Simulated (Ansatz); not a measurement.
Molecular dynamics, step by step

GeH6Se (SMILES [GeH4].[SeH2]), closed shell, B3LYP-D4/def2-SVP (Ansatz 0.2.0). Settings (timestep in fs, temperature in K; T counts 18 degrees of freedom):

```yaml
hamiltonian: {xc: {name: B3LYP}, dispersion: d4}
md: {n_steps: 80, timestep: 0.5, temperature: 200, ensemble: nve, seed: 916, initial_velocities: maxwell_boltzmann}
```

Start (the SMILES describes the start alone):

```
8
angstrom
Ge -0.1593 0.0132 -1.4606
H 1.2301 -0.0698 -0.8139
H -0.9974 -1.2011 -1.0438
H 0.0023 0.0169 -2.9898
H -0.8569 1.3065 -1.0232
Se -0.4189 -0.0082 2.5253
H 0.6231 1.0186 2.4180
H 0.5772 -1.0761 2.3881
```

```tsv
step	time (fs)	potential energy less the start (meV)	kinetic energy (meV)	T (K)
0	0.00	0.0	155.1	200
5	2.50	40.7	114.8	148
10	5.00	64.3	91.1	117
15	7.50	71.9	83.5	108
20	10.00	91.3	64.2	83
25	12.50	71.7	83.7	108
30	15.00	36.6	118.7	153
35	17.50	34.7	120.7	156
40	20.00	38.4	117.0	151
45	22.50	53.4	102.0	132
50	25.00	63.1	92.3	119
55	27.50	80.7	74.8	96
60	30.00	82.1	73.4	95
65	32.50	58.0	97.2	125
70	35.00	69.2	86.3	111
75	37.50	65.2	90.3	116
80	40.00	37.0	118.2	152
```

Step 35, positions (Å) and forces (eV/Å):

```
atom       x       y       z      Fx      Fy      Fz
 Ge1  -0.158   0.012  -1.439  -0.668  -0.500  -0.078
  H2   1.209  -0.019  -0.770   0.294   0.014   0.065
  H3  -0.929  -1.317  -1.109   0.283   0.373  -0.110
  H4  -0.029   0.127  -2.979   0.068   0.017   0.129
  H5  -0.991   1.180  -0.894   0.020   0.110  -0.028
 Se6  -0.417  -0.003   2.508  -0.636  -0.702   0.103
  H7   0.682   0.907   2.325   0.693   0.461  -0.129
  H8   0.405  -1.188   2.156  -0.053   0.229   0.048
```

Step 40, positions (Å) and forces (eV/Å):

```csv
atom,x,y,z,Fx,Fy,Fz
Ge1,-0.159,0.012,-1.435,-0.550,-0.530,-0.182
H2,1.225,-0.015,-0.790,0.197,0.034,0.096
H3,-0.893,-1.361,-1.107,0.328,0.680,-0.200
H4,0.005,0.172,-2.980,-0.036,-0.090,0.280
H5,-0.989,1.197,-0.902,0.056,-0.079,-0.016
Se6,-0.417,-0.003,2.506,-0.093,-0.129,0.025
H7,0.708,0.935,2.310,0.065,-0.192,-0.043
H8,0.359,-1.212,2.128,0.033,0.306,0.040
```

Step 60, positions (Å) and forces (eV/Å):

```
atom       x       y       z      Fx      Fy      Fz
 Ge1  -0.164   0.009  -1.422   0.882   0.512  -0.176
  H2   1.265   0.034  -0.830  -0.089   0.043   0.184
  H3  -0.726  -1.367  -1.163  -0.407  -0.355   0.057
  H4   0.090   0.274  -2.910  -0.164  -0.159  -0.303
  H5  -0.971   1.196  -0.910  -0.226  -0.017   0.208
 Se6  -0.416  -0.001   2.496  -0.761  -0.590   0.183
  H7   0.733   0.822   2.239   0.750   0.471  -0.186
  H8   0.268  -1.216   2.006   0.015   0.095   0.032
```

Last step (80):

| atom | x (Å) | y (Å) | z (Å) |
| --- | --- | --- | --- |
| Ge1 | -0.1608 | 0.0091 | -1.4113 |
| H2 | 1.2342 | 0.1099 | -0.7294 |
| H3 | -0.7657 | -1.3842 | -1.2154 |
| H4 | 0.0213 | 0.2275 | -2.9341 |
| H5 | -1.0778 | 1.0944 | -0.8028 |
| Se6 | -0.4161 | 0.0008 | 2.4874 |
| H7 | 0.8426 | 0.7192 | 2.1412 |
| H8 | 0.2112 | -1.1883 | 1.8991 |

Hardware: 4 CPU threads of an Intel Xeon Platinum 8259CL, shared host. Wall time about 2.1 min.
